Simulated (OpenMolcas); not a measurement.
**4d3 along the 39-electron sequence**

- Program: OpenMolcas
- Method: SS-CASPT2, IPEA 0.25 Eh, imaginary shift 0.1 Eh
- Basis: ANO-R2
- Scalar Hamiltonian: X2C, finite nucleus
- Spin-orbit coupling: RASSI with atomic mean-field integrals over the reference wave functions, term energies averaged over their components

Active space for each ion: 3 electrons in 10 orbitals (4d 5d); closed shells correlated by CASPT2: 4s 4p.

Computed levels in cm-1 above 4F 3/2:

| Level | Tc4+ | Ru5+ | Rh6+ | Pd7+ |
| --- | --- | --- | --- | --- |
| 4F 5/2 | 1065 | 1424 | 1861 | 2460 |
| 4F 7/2 | 2380 | 3150 | 4060 | 5260 |
| 4F 9/2 | 3850 | 5030 | 6380 | 8130 |
| 4P 3/2 | 11940 | 13710 | 14950 | 16250 |
| 4P 1/2 | 11990 | 13830 | 15210 | 16740 |
| 4P 5/2 | 13710 | 16070 | 18070 | 20430 |
| 2G 7/2 | 13810 | 16150 | 18040 | 20160 |
| 2G 9/2 | 14740 | 17230 | 19240 | 21470 |
| 2P 1/2 | 17140 | 20310 | 22950 | 25830 |
| weight of 4F in the lowest level (%) | 98 | 98 | 97 | 96 |

Mixed levels, with the weight of the term that names them: Ru5+ 2G 9/2 (74 %), Rh6+ 2G 9/2 (68 %), Pd7+ 4P 3/2 (72 %), Pd7+ 2G 9/2 (60 %).

The fine-structure level 4F 9/2 changes by a factor of 2.11 from Tc4+ to Pd7+. Its fourth root runs 7.88, 8.42, 8.94, 9.50, with steps per unit of Z of 0.54, 0.52, 0.56; equal steps would mean a (Z - σ)^4 law with constant σ.

4P 3/2 changes by a factor of 1.36 over the same range, with steps per unit of Z of +1770, +1240, +1300 cm-1.

Term energies are means over components that CASPT2 splits; among the terms shown or strongly mixed into the levels shown the widest spread is 660 cm-1 (4d3 4F, Rh6+). Active for correlation alone: 5d; no level in the range computed is led by a configuration that fills it, so any true level of that kind is missing. Only configurations of the active space appear.
